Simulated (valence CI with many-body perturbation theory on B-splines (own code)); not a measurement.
**Questions on Br XXI**

Method: valence CI with perturbative core correlation (CI+MBPT): five valence electrons over a frozen Dirac-Fock core [Ne], radial functions for each j: 11 s, 11 p, 10 d, 8 f, 5 g, 2 h, with the one-electron correlation potential Σ1, the two-electron term Σ2, the three-electron term Σ3, Breit, model QED; selected CI, second order for the rest, scaled by the run's own slope (own B-spline code, finite nucleus).

No measured levels were compared; by estimate levels of excited configurations hold to 0.05 to 0.15 % of their energy, terms of the ground configuration to about 0.5 %. Among the levels kept, up to 3400 cm⁻¹ of a level comes from second order outside the variational space, and about a tenth of that is noise between levels of different J, which matters for small intervals.

Names give the largest LS component (configuration and term), which can be under half, so a name can repeat, a term be missing and a line seem to break the LS rules; names also repeat where a configuration has a term twice.

Rates and lifetimes use the calculated energies. Strong lines usually hold to 10 to 20 %, long lifetimes can be off by a factor of two.

Q: What is the ground level?

A: 3s²3p³ ⁴S°_3/2, composition 72 % 3s²3p³ ⁴S° + 19 % 3s²3p³ ²P° + 7 % 3s²3p³ ²D°, g = 1.783.

Q: Name the longest-lived excited levels whose lifetime is computed, and their main decay.

A: 3s²3p³ ²D°_5/2 at 97140 cm⁻¹ lives 1.17 ms, mostly by M1 to 3s²3p³ ⁴S°_3/2; 3s²3p³ ²D°_3/2 at 71069 cm⁻¹ lives 199 μs, mostly by M1 to 3s²3p³ ⁴S°_3/2; 3s²3p²3d ²G_9/2 at 869780 cm⁻¹ lives 102 μs, mostly by M1 to 3s²3p²3d ⁴F_9/2. The lifetime of 3s²3p²3d ⁴F_9/2 is too uncertain to give, and may be longer.

Q: How well does LS coupling describe the low levels?

A: Among the lowest 20 levels the leading LS term, summed over configurations, holds 77 % on average. For single configurations the figures are 69 % in LS and 63 % in jj coupling. Terms mix most in the J = 7/2 level at 756420 cm⁻¹, where the leading one holds 53 %.

Q: Where does the other parity begin?

A: At 3s3p⁴ ⁴P_5/2, 485510 cm⁻¹.

Q: Among levels below 1828000 cm⁻¹, which E1 lines absorb most strongly from the ground level?

A: to 3s²3p²3d ⁴P_5/2 at 11.73 nm, f = 0.390; to 3s²3p²3d ⁴P_3/2 at 11.57 nm, f = 0.236; to 3s²3p²3d ⁴P_1/2 at 11.49 nm, f = 0.147.

Q: What is the ionisation energy?

A: 862.17 eV; NIST lists 870 ± 3 eV (semi-empirical).
